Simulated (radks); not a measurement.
The numbers below are computed, except where a source is named.
Excited configurations of P IV: one electron is placed in a higher orbital outside [Ne] 3s1. The ground configuration is [Ne] 3s2. Level of theory: scalar-relativistic Kohn-Sham, PBE, spin-unpolarised, spherical densities, finite nucleus; Fermi nuclear charge, rms radius 3.1889 fm (a radial shooting solver on a logarithmic mesh with Libxc functionals). Excitation = E - E(ground); binding = E(ion) - E, where the ion is the core of charge +4; n* = 4/sqrt(2 binding) in atomic units, and the quantum defect is n - n*.

| outer orbital | excitation (eV) | binding (eV) | n* | quantum defect | eigenvalue (eV) | <r> (bohr) |
|---|---|---|---|---|---|---|
| 4p | 32.030 | 19.975 | 3.301 | 0.699 | -17.604 | 3.935 |
| 4f | 38.124 | 13.882 | 3.960 | 0.040 | -11.695 | 4.351 |
| 5p | 40.059 | 11.947 | 4.269 | 0.731 | -10.601 | 6.738 |
| 5f | 42.826 | 9.179 | 4.870 | 0.130 | -7.972 | 7.527 |
| 6s | 43.272 | 8.734 | 4.992 | 1.008 | -7.843 | 9.533 |
| 6p | 44.052 | 7.954 | 5.232 | 0.768 | -7.126 | 10.24 |
| 6d | 45.173 | 6.833 | 5.645 | 0.355 | -6.091 | 11.46 |
| 6f | 45.560 | 6.446 | 5.811 | 0.189 | -5.702 | 11.43 |
| 7s | 45.871 | 6.135 | 5.957 | 1.043 | -5.538 | 13.59 |
| 7p | 46.332 | 5.673 | 6.194 | 0.806 | -5.114 | 14.47 |
| 7d | 47.008 | 4.997 | 6.600 | 0.400 | -4.491 | 15.97 |
| 7f | 47.246 | 4.760 | 6.763 | 0.237 | -4.255 | 16.06 |

The Delta-SCF ionisation energy is 52.006 eV (NIST Atomic Spectra Database: 51.444 eV, measured). Self-interaction in the functional shifts the binding energies and quantum defects, so they are the method's values and not measured ones. Spin polarisation and multiplet splitting are left out, so open shells lie too high by an amount that depends on their filling.

Beside tabulated values, note that spin-unpolarised runs miss the spin-polarisation part of the exchange energy of open shells.
